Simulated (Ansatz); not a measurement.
GeH2O (germanone): the energy, rung by rung

GeH2O has 4 atoms, charge 0, and is taken as a singlet. As SMILES, `[O]=[GeH2]`. Geometry: a GFN2-xTB relaxation, a rough one for these elements and not checked as a minimum.

```xyz
4

O    -0.0573   -0.9394    1.3060
Ge   -0.0012   -0.0206    0.0286
H    -1.1122    0.0703   -1.0116
H     1.1707    0.8897   -0.3230
```

Each level gives the energy change with the Ge2–H3 bond stretched from 1.525 to 3.812 Å (eV). The values are calculated.

```csv
level,kind,program,value (eV),CPU time (all runs)
BLYP/STO-3G (restricted),GGA,Ansatz,5.04,3.4 s
BHLYP/STO-3G (restricted),global hybrid,Ansatz,7.42,2.5 s
PBE0/STO-3G (restricted),global hybrid,Ansatz,6.39,2.5 s
RPA@PBE/STO-3G (restricted),RPA,Ansatz,4.24,6.3 s
MP2/STO-3G (restricted),perturbation theory,Ansatz,4.60,0.56 s
CCSD(T)/STO-3G (restricted),coupled cluster or CI,Ansatz,?,0.57 s
CCSDT(Q)/STO-3G (restricted),coupled cluster or CI,Ansatz,3.66,1.4 s
CCSDTQ/STO-3G (restricted),coupled cluster or CI,Ansatz,?,37 s
FCI/STO-3G,exact in the basis,Ansatz,3.72,17 s
```

**Question.** Estimate what the levels marked ? give.

**Answer.** As computed at these levels: CCSD(T)/STO-3G (restricted): 3.13 eV; CCSDTQ/STO-3G (restricted): 3.71 eV. All-electron rows without a relativistic Hamiltonian named are non-relativistic. The first shape isn't each level's own minimum. The values span 3.13 to 7.42 eV. All rows use very small basis sets, so even the best lies far from the true value. In the correlated wave-function rows the outer d shell of Ge is correlated, in sets not made for it. Times are those of the runs behind each value, whatever else they computed, on shared processors of several kinds: orders of magnitude only.
